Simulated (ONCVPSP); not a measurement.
cobalt (Co): excitation energies, all-electron against ONCV

cobalt (Co), optimised norm-conserving Vanderbilt (ONCV), made with ONCVPSP 4.0.1 (PBE, scalar-relativistic). Core [Ne], reference 3s2 3p6 3d7 4s1.5 4p0.5. Waves: 3s+4s: rc 1.35 bohr, ncon 4, nbas 8, qcut 8.5 1/bohr, 2 projectors; 3p+4p: rc 1.20 bohr, ncon 4, nbas 8, qcut 10.1 1/bohr, 2 projectors; 3d: rc 1.80 bohr, ncon 4, nbas 9, qcut 9.7 1/bohr, 2 projectors, debl 2 Ha. Local part: polynomial inside 0.80 bohr (lpopt 3, dvloc0 0 Ha). Core correction: none.

Energies are relative to the spin-unpolarised reference configuration 3s2 3p6 3d7 4s1.5 4p0.5; without spin polarisation the order of configurations can differ from experiment.

```json
{"valence configuration": "3s2 3p6 3d7 4s1 4p0", "charge": "+1", "ΔE all-electron (eV)": "6.895", "error AE − PS (meV)": "+0.5"}
{"valence configuration": "3s2 3p6 3d7 4s0 4p0", "charge": "+2", "ΔE all-electron (eV)": "23.681", "error AE − PS (meV)": "+3.9"}
```

Problem. What are ΔE and the potential's error for 3s2 3p6 3d7 4s2 4p0?

Solution. ΔE = -2.135 eV all-electron; the error (AE − PS) is +0.4 meV.

Problem. What are ΔE and the potential's error for 3s2 3p5 3d7 4s2 4p0?

Solution. ΔE = 71.387 eV all-electron; the error (AE − PS) is -269 meV.
